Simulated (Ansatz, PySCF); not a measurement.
Pulling on the Ga1–F4 bond in FGaH2 (SMILES [F][GaH2]) (multiplicity 1 held, fragments rigid). Energies count from the point at 1.770 Å.
Geometry at that point (charge 0, multiplicity 1):
```xyz
4

Ga    -0.153    -0.298     0.099
H      0.624    -1.058     1.213
H     -1.476    -0.603    -0.662
F      0.622     1.212    -0.403
```

R- and RO- levels are restricted; in cc, def2 and unpolarised 6-31G sets they are followed outwards from rest. Unrestricted levels (U-) break spin symmetry where that is lower. Left out are points that failed, MP2 points that dive below the minimum, coupled-cluster points behind a jump of the amplitudes or a sharp parting from full CI or MRCI, small-basis points behind a change of solution, and semi-empirical points at long bonds. Curves can end on different states.

Cores are frozen in the correlated methods. Filled d and f shells under p-block atoms count as core. Rows in LANL2DZ carry no dispersion term and start afresh at each structure. LANL2DZ brings its own core potentials from Na on.

The values were computed with Ansatz (a quantum-chemistry and plane-wave program) with Gaussian orbitals; PySCF for LANL2DZ rows. Values without a source in brackets are computed.

Energies in kcal/mol.

| R (Å) | U-HF/LANL2DZ | R-PBE/cc-pVTZ | R-r2SCAN/cc-pVTZ | U-B3LYP/LANL2DZ | R-wB97X-V/cc-pVTZ | U-SCS-MP2/cc-pVTZ |
|---|---|---|---|---|---|---|
| 1.416 | 45.2 | 72.4 | 67.8 | 48.2 | 69.5 | 73.6 |
| 1.593 | 5.5 | 12.9 | 10.6 | 7.3 | 11.2 | 12.7 |
| 1.770 | 0.0 | 0.0 | 0.0 | 0.0 | 0.0 | 0.0 |
| 1.947 | 9.0 | 5.8 | 7.8 | 7.1 | 7.7 | 7.0 |
| 2.124 | 23.8 | 18.4 | 22.1 | 20.0 | 22.4 | 21.4 |
| 2.390 | 48.9 | 40.2 | 45.9 | 42.3 | 47.1 | 46.2 |
| 2.655 | 72.6 | 60.2 | 67.4 | 63.2 | 70.2 | 69.6 |
| 3.098 | 87.0 | 86.2 | 95.2 | 90.1 | 101.2 | 127.6 |
| 3.540 | 90.1 | 103.6 | 113.6 | 104.5 | 123.9 | 136.3 |
| 4.071 | 91.1 | 116.6 | 127.2 | 113.4 | 143.5 | 138.9 |
| 4.779 | 91.3 | 125.8 | 136.7 | 119.1 | 161.0 | 139.7 |
| 5.665 | left out | 131.0 | 142.1 | left out | 173.9 | 139.9 |

Doubts at one or more of the structures used: a spin-contaminated determinant (U-HF/LANL2DZ, U-B3LYP/LANL2DZ, U-SCS-MP2/cc-pVTZ); a restricted determinant that unrestricted orbitals would lower (R-PBE/cc-pVTZ, R-r2SCAN/cc-pVTZ, R-wB97X-V/cc-pVTZ).
